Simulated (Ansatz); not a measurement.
Cost and result for the atomization energy of CH8AlNO3, SMILES `C[NH2+][Al-]([OH])([OH])[OH]` (14 atoms, 13 bonds).

| atom | x (Å) | y (Å) | z (Å) |
| --- | --- | --- | --- |
| C1 | -0.567 | -0.600 | 1.667 |
| N2 | -0.955 | 0.151 | 0.462 |
| Al3 | 0.499 | 0.258 | -0.912 |
| O4 | 0.536 | -1.398 | -1.388 |
| O5 | -0.213 | 1.392 | -1.996 |
| O6 | 1.805 | 0.826 | 0.060 |
| H7 | -1.366 | -0.630 | 2.410 |
| H8 | 0.320 | -0.132 | 2.092 |
| H9 | -0.308 | -1.615 | 1.367 |
| H10 | -1.228 | 1.099 | 0.701 |
| H11 | -1.762 | -0.279 | 0.020 |
| H12 | 1.360 | -1.881 | -1.411 |
| H13 | -0.363 | 1.164 | -2.911 |
| H14 | 2.242 | 1.645 | -0.162 |

Total charge 0; spin multiplicity 1. The structure was optimised at the PBE0-D4/def2-TZVP level. It is one conformer, not always the lowest. Program: Ansatz. All runs use 4 threads of an Intel Xeon Platinum 8488C on a shared host. Times are those of one run each, without the atoms' runs, and a repeat can differ threefold. Electronic energies, without spin–orbit coupling; frozen cores. CCSD(T)/CBS adds CCSD(T) − MP2 in def2-TZVPP to the MP2 limit, and its time is that of the two runs behind it. T1 = 0.011.

CCSD(T)/CBS is a level of theory with its own doubt, some kJ/mol a heavy atom from the limit and from the frozen cores, so smaller differences don't rank the functionals.

| level | functions | wall time |
| --- | --- | --- |
| LDA (SPW92)/def2-TZVPP | 309 | 1.6 s |
| revPBE-D4/def2-TZVPP | 309 | 2.1 s |
| BLYP-D4/def2-TZVPP | 309 | 2.3 s |
| PBE0-D4/def2-TZVPP | 309 | 3.2 s |
| BHLYP-D4/def2-TZVPP | 309 | 3.2 s |
| r2SCAN-D4/def2-TZVPP (with forces) | 309 | 4.2 s |
| PBE-QIDH/def2-TZVPP | 309 | 6 s |
| B97M-V/def2-TZVPP | 309 | 7 s |
| ωB97X-V/def2-TZVPP | 309 | 7 s |
| CCSD(T)/def2-SVP | 128 | 9 s |
| MP2/def2-QZVPP | 595 | 29 s |
| CCSD(T)/def2-TZVPP | 309 | 11 min |
| CCSD(T)/CBS(def2) | – | 11 min |

Task: What atomization energy does each give, and how far from CCSD(T)/CBS? (Best estimate.)

Result: Computed: 
```json
{"level": "LDA (SPW92)/def2-TZVPP", "atomization (kJ/mol)": "6119.8", "difference from CCSD(T)/CBS": "727.7", "per bond": "56.0"}
{"level": "revPBE-D4/def2-TZVPP", "atomization (kJ/mol)": "5276.8", "difference from CCSD(T)/CBS": "-115.3", "per bond": "-8.9"}
{"level": "BLYP-D4/def2-TZVPP", "atomization (kJ/mol)": "5356.3", "difference from CCSD(T)/CBS": "-35.8", "per bond": "-2.8"}
{"level": "PBE0-D4/def2-TZVPP", "atomization (kJ/mol)": "5301.9", "difference from CCSD(T)/CBS": "-90.2", "per bond": "-6.9"}
{"level": "BHLYP-D4/def2-TZVPP", "atomization (kJ/mol)": "5163.1", "difference from CCSD(T)/CBS": "-229.0", "per bond": "-17.6"}
{"level": "r2SCAN-D4/def2-TZVPP (with forces)", "atomization (kJ/mol)": "5352.7", "difference from CCSD(T)/CBS": "-39.4", "per bond": "-3.0"}
{"level": "PBE-QIDH/def2-TZVPP", "atomization (kJ/mol)": "5279.3", "difference from CCSD(T)/CBS": "-112.8", "per bond": "-8.7"}
{"level": "B97M-V/def2-TZVPP", "atomization (kJ/mol)": "5338.4", "difference from CCSD(T)/CBS": "-53.7", "per bond": "-4.1"}
{"level": "ωB97X-V/def2-TZVPP", "atomization (kJ/mol)": "5358.0", "difference from CCSD(T)/CBS": "-34.1", "per bond": "-2.6"}
{"level": "CCSD(T)/def2-SVP", "atomization (kJ/mol)": "5014.2", "difference from CCSD(T)/CBS": "-377.9", "per bond": "-29.1"}
{"level": "MP2/def2-QZVPP", "atomization (kJ/mol)": "5438.1", "difference from CCSD(T)/CBS": "46.0", "per bond": "3.5"}
{"level": "CCSD(T)/def2-TZVPP", "atomization (kJ/mol)": "5230.9", "difference from CCSD(T)/CBS": "-161.2", "per bond": "-12.4"}
{"level": "CCSD(T)/CBS(def2)", "atomization (kJ/mol)": "5392.1", "difference from CCSD(T)/CBS": "0.0", "per bond": "0.0"}
```

From BLYP to BHLYP (50 % exact exchange), in def2-TZVPP and without D4, the atomization energy moves by −166.6 kJ/mol: exact exchange takes away binding that semilocal exchange gives to molecules. The D4 term adds +42.7 kJ/mol with B3LYP and +22.8 kJ/mol with PBE0; it sums over pairs of atoms, weighted by their polarisabilities, and B3LYP, whose exchange is more repulsive, gets the larger term. Leaving LDA and LC-ωPBE aside and taking each functional with its dispersion term where it has one, the values, not all of them listed here, spread over 258.1 kJ/mol, from BHLYP-D4 to PBE-D4. LDA lies +725.4 kJ/mol from PBE without D4, its usual overbinding.

B3LYP here is the variant with VWN-RPA as its local correlation; programs differ in this.
